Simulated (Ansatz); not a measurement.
Reaction (ligand exchange at the Si–N bond): `[SiH3]N[SiH3]` + `OC1[SiH2]S1` → `[SiH3]OC1[SiH2]S1` + `N[SiH3]`

Calculated with Ansatz (gas phase, PBE0-D4/def2-TZVP geometries, no zero-point term in ΔE). CBS: MP2 limit from def2 TZ/QZ plus the TZ coupled-cluster correction, frozen cores. This one scheme is used for every species. Functionals use def2-TZVPP. B3LYP here is the variant with VWN-RPA as its local correlation; programs differ in this. One conformer a species, not always the lowest.

```tsv
level	ΔE (kJ/mol)	difference from CCSD(T)/CBS
r2SCAN-D4	-25.2	-0.1
PBE0-D4	-22.1	3.0
ωB97M-V	-25.0	0.1
B2PLYP	-26.2	-1.1
r2SCAN	-24.6	0.5
PBE0	-20.7	4.4
B3LYP	-25.2	-0.1
HF/def2-TZVPP	-25.9	-0.8
MP2/def2-TZVPP	-26.5	-1.4
SCS-MP2/def2-TZVPP	-26.8	-1.7
CCSD/def2-TZVPP	-24.9	0.2
HF/def2-QZVPP	-26.5	-1.4
MP2/def2-QZVPP	-26.7	-1.6
HF/CBS(def2)	-26.5	-1.4
MP2/CBS(def2)	-26.5	-1.4
CCSD/CBS(def2)	-25.0	0.1
CCSD(T)/CBS	-25.1	0
```

Largest T1 diagnostic among the species: 0.014.
